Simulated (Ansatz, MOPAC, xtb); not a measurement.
Spectroscopic constants of WH+, multiplicity 5 (lowest of 2S+1 = 1, 3, 5, 7, 9 at CCSD(T)/def2-TZVPP on PBE0 minima; our sources give no spin for the ground state, which may be another). No spin–orbit coupling.

The constants come from a fifth-degree fit in 1/R (seven points, main isotopes). Runs in def2 and cc sets follow the lowest solution found near the PBE0 minimum.

The values were computed with Ansatz (Gaussian basis) for Hartree–Fock, density functionals and correlated methods; MOPAC for PM6 (differences of heats of formation); xtb for the GFN methods. Values without a source in brackets are computed. In def2 rows elements past Kr take small-core potentials, without spin–orbit coupling. The GFN methods have no spin term and hold the electronic entropy of 300 K.

```csv
level,r_e (Å),ω_e (cm⁻¹),α_e (cm⁻¹),ω_e x_e (cm⁻¹)
PM6,1.644,2508,0.080,22
GFN1-xTB,1.648,2047,0.29,50
GFN2-xTB,1.754,1449,0.20,16
SVWN5/def2-TZVPP,1.693,1987,0.14,31
PBE/def2-TZVPP,1.696,1973,0.14,32
r2SCAN/def2-TZVPP,1.685,1982,0.14,32
B97M-V/def2-TZVPP,1.682,1967,0.16,34
B3LYP/def2-TZVPP,1.693,1990,0.13,34
PBE0/def2-TZVPP,1.688,2003,0.13,35
wB97X-V/def2-TZVPP,1.686,2047,0.12,30
wB97M-V/def2-TZVPP,1.687,2042,0.13,30
CCSD/def2-TZVPP,1.693,2018,0.14,29
CCSD/def2-QZVPP,1.691,2024,0.13,28
CCSD(T)/def2-TZVPP,1.695,2006,0.14,29
CCSD(T)/def2-QZVPP,1.693,2012,0.13,28
"CCSD(T)/CBS(def2-TZVPP, def2-QZVPP)",1.691,2014,0.13,28
```

Correlated levels freeze the inner cores; with def2 sets outer-core shells near the valence are correlated too. CBS(a, b) extrapolates the correlation energy as X⁻³ and adds the Hartree–Fock energy of set b. The state that PM6 reach isn't checked.

Ansatz is a quantum-chemistry and plane-wave program.
